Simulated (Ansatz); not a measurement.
Total energies of BrH$_{6}$NSi$_{2}$, SMILES `N[SiH]([SiH3])Br`.

Z-matrix (Å, degrees):
```
Si
Si 1 2.335
Br 1 2.256 2 105.4
N 1 1.707 2 110.0 3 -124.0
H 1 1.482 2 114.9 3 114.9
H 2 1.488 1 110.9 3 -171.5
H 2 1.485 1 109.8 3 -50.5
H 2 1.488 1 108.5 3 68.9
H 4 1.008 1 120.2 2 47.9
H 4 1.008 1 119.9 2 -168.0
```

The species carries charge 0 and has multiplicity 1. Correlated methods include outer-core shells of Br, which these sets cover unevenly. Scalar relativity is left out up to krypton. The geometry is a stationary point of PBE0-D4/def2-TZVP. It is one conformer, not always the lowest. Basis def2-TZVPP, Ansatz.

RPA on PBE orbitals: Hartree–Fock energy of these orbitals -3208.29324 Eh, correlation -1.24013 Eh (frozen core).

```json
{"functional": "PBE", "energy without D4 (Eh)": "-3210.85798", "D4 term (kJ/mol)": "-24.7"}
{"functional": "revPBE", "energy without D4 (Eh)": "-3211.25835", "D4 term (kJ/mol)": "-63.7"}
{"functional": "BLYP", "energy without D4 (Eh)": "-3211.60961", "D4 term (kJ/mol)": "-52.6"}
{"functional": "r2SCAN", "energy without D4 (Eh)": "-3211.52244", "D4 term (kJ/mol)": "-5.9"}
{"functional": "PBE0", "energy without D4 (Eh)": "-3211.01374", "D4 term (kJ/mol)": "-21.2"}
{"functional": "BHLYP", "energy without D4 (Eh)": "-3211.58124", "D4 term (kJ/mol)": "-34.5"}
{"functional": "LC-ωPBE", "energy without D4 (Eh)": "-3211.05468", "D4 term (kJ/mol)": "–"}
{"functional": "ωB97X-V", "energy without D4 (Eh)": "-3211.27886", "D4 term (kJ/mol)": "–"}
{"functional": "B2PLYP", "energy without D4 (Eh)": "-3210.94895", "D4 term (kJ/mol)": "–"}
{"functional": "PBE-QIDH", "energy without D4 (Eh)": "-3210.52881", "D4 term (kJ/mol)": "–"}
```

Task: Give the same for LDA (SPW92), B97M-V, B3LYP, r2SCANh, r2SCAN0, HSE06 (plane-wave form), CAM-B3LYP, ωB97M-V. (Estimate.)

Result: Computed: 
```
             functional  energy without D4 (Eh)  D4 term (kJ/mol)
            LDA (SPW92)             -3205.25047                 –
                 B97M-V             -3211.00239                 –
                  B3LYP             -3211.69697             -40.2
                r2SCANh             -3211.51631              -6.4
                r2SCAN0             -3211.50828              -7.1
HSE06 (plane-wave form)             -3211.00168             -20.1
              CAM-B3LYP             -3211.73270             -22.1
                ωB97M-V             -3211.40191                 –
```

B3LYP takes the VWN-RPA correlation (the form of Gaussian; ORCA's B3LYP/G). HSE06 is the plane-wave form, built on full-range PBE exchange. The double hybrids freeze the cores in their second-order part.

LC-ωPBE has ω = 0.4 bohr⁻¹.
